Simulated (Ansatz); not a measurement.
A run for Ansatz (a quantum-chemistry and plane-wave program): R-wB97X-V/def2-TZVPP on NH3 (SMILES N).

Ansatz 0.2 input:
```yaml
crystal:
  periodic: [false, false, false]
  atoms:
    - {symbol: N, position_ang: [0.00000000, -0.00002166, 0.27906864]}
    - {symbol: H, position_ang: [-0.00000000, 0.94280068, -0.09306197]}
    - {symbol: H, position_ang: [0.81651180, -0.47143951, -0.09305334]}
    - {symbol: H, position_ang: [-0.81651180, -0.47143951, -0.09305334]}
basis:
  gaussian:
    orbitals: def2-TZVPP
hamiltonian:
  xc: {name: wB97X-V}
scf: {lower_state_search: off}
```

Q: Predict the final total energy.

A: -56.5625 hartree.
